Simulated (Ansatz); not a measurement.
A single point on CH$_{6}$AlFO$_{2}$Si.

```yaml
crystal:
  periodic: [false, false, false]
  atoms:
    - {symbol: F, position_ang: [-2.241129, -2.039716, -0.165336]}
    - {symbol: C, position_ang: [-0.809949, 0.378581, 0.129452]}
    - {symbol: O, position_ang: [-0.018787, -0.533005, -0.083912]}
    - {symbol: Al, position_ang: [-0.600567, -2.391327, -0.350074]}
    - {symbol: O, position_ang: [-0.424452, 1.601430, 0.304642]}
    - {symbol: Si, position_ang: [1.240247, 2.029811, 0.248755]}
    - {symbol: H, position_ang: [-1.888048, 0.206175, 0.183330]}
    - {symbol: H, position_ang: [0.066239, -3.124878, 0.890523]}
    - {symbol: H, position_ang: [-0.143811, -2.667383, -1.845721]}
    - {symbol: H, position_ang: [1.942553, 1.298350, 1.321618]}
    - {symbol: H, position_ang: [1.197566, 3.483226, 0.495721]}
    - {symbol: H, position_ang: [1.757140, 1.703536, -1.094998]}
basis:
  gaussian: {orbitals: def2-QZVPP}
correlation: {method: mp2}
```

```sh
$ ansatz run in.yaml --threads 2 --pin off --events-out ev --progress --plain --max-ram 20480MiB --backend cuda --devices 0, --max-vram 18GiB
```

Output, abridged:

```
Functional definition: HF
3290 factors; integrals over basis functions are off by at most 9.0e-4 eV
mean field evaluation 1: about -22354.4666 eV, gradient 5.0e1 eV
mean field evaluation 2: about -22354.6405 eV, gradient 5.0e1 eV
mean field evaluation 4: about -22359.5376 eV, gradient 3.9e0 eV
mean field evaluation 8: about -22359.6041 eV, gradient 3.6e-1 eV
mean field -22359.60467698 eV, -821.7003159945 hartree, gradient 1.2e-6 eV, S^2 0.000000; 0 other end points of the search recorded, 0 dependent functions left out
14 core orbitals not correlated: weight in the atoms' cores, before any rotation towards them, 1.000 or more for the frozen orbitals, at most 0.000 for the correlated occupied ones
reference -22359.60467698 eV, -821.7003159945 hartree; 18, 18 occupied and 516, 516 virtual orbitals, 3290 factors
second order -31.84561643 eV of doubles, -0.00000000 eV of singles
Total energy: -22391.45029340 eV, -822.8706208124 hartree
```

It took 4.9 s on 2 threads of an AMD EPYC 7R13 on a shared host and a share of an NVIDIA H100 80 GB, with 1.1 GiB of host memory at the peak.
